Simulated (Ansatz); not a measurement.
`O=C[SiH2]F` at its PBE0-D4/def2-TZVP geometry, where that method's forces vanish. The species carries charge 0 and has multiplicity 1.

```xyz
7

O    -1.7884   -0.3234   -0.8690
C    -1.1042   -0.2679    0.1228
Si    0.7476    0.1819   -0.0877
F     1.4646    0.1992    1.3421
H    -1.5518   -0.4752    1.1225
H     1.3907   -0.8447   -0.9387
H     0.8415    1.5301   -0.6920
```

**Question.** What forces (eV/Å) does r2SCAN-D4/def2-TZVPP give on these atoms in the Gaussian-basis code of Ansatz? (Estimate.)

**Answer.** Computed: 
```
O1  -0.273 -0.022 -0.385
C2   0.284  0.035  0.273
Si3  0.013  0.005 -0.001
F4   0.037  0.004  0.041
H5  -0.038 -0.017  0.086
H6  -0.017  0.023 -0.004
H7  -0.005 -0.027 -0.010
```
